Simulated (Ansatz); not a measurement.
Total energies of Ge2H4Se (`[GeH2]1[GeH2][Se]1`).

```xyz
7

Ge   -0.544    0.804    0.683
Ge    0.765   -0.628   -0.654
Se   -1.504   -1.194   -0.195
H    -1.146    2.091    0.113
H    -0.403    0.814    2.208
H     1.045   -0.304   -2.125
H     1.787   -1.582   -0.030
```

The species carries charge 0 and has multiplicity 1. Correlated methods include outer-core shells of Ge, Se, which these sets cover unevenly. Scalar relativity is left out up to krypton. All single points use the PBE0-D4/def2-TZVP geometry. Basis def2-TZVPP, Ansatz.

RPA on PBE orbitals: Hartree–Fock energy of these orbitals -6552.85975 Eh, correlation -1.21505 Eh (frozen core).

```json
{"functional": "B97M-V", "energy without D4 (Eh)": "-6556.78332", "D4 term (kJ/mol)": "–"}
{"functional": "PBE-QIDH", "energy without D4 (Eh)": "-6556.21537", "D4 term (kJ/mol)": "–"}
```

Question: Give the same for LDA (SPW92), PBE, revPBE, BLYP, r2SCAN, PBE0, B3LYP, r2SCANh, r2SCAN0, HSE06 (plane-wave form), BHLYP, CAM-B3LYP, LC-ωPBE, ωB97X-V, ωB97M-V, B2PLYP. (An estimate is asked.)

Answer: The calculation gave: 
```tsv
functional	energy without D4 (Eh)	D4 term (kJ/mol)
LDA (SPW92)	-6548.23230	–
PBE	-6556.99934	-18.0
revPBE	-6557.47608	-41.5
BLYP	-6558.13024	-37.8
r2SCAN	-6557.96760	-3.8
PBE0	-6557.18801	-15.3
B3LYP	-6558.12298	-29.7
r2SCANh	-6557.94883	-4.2
r2SCAN0	-6557.92261	-4.8
HSE06 (plane-wave form)	-6557.19193	-14.7
BHLYP	-6557.93595	-29.0
CAM-B3LYP	-6558.35065	-16.1
LC-ωPBE	-6557.11547	–
ωB97X-V	-6557.39067	–
ωB97M-V	-6557.61471	–
B2PLYP	-6556.87340	–
```

B3LYP takes the VWN-RPA correlation (the form of Gaussian; ORCA's B3LYP/G). HSE06 is the plane-wave form, built on full-range PBE exchange. The double hybrids freeze the cores in their second-order part.

LC-ωPBE has ω = 0.4 bohr⁻¹.
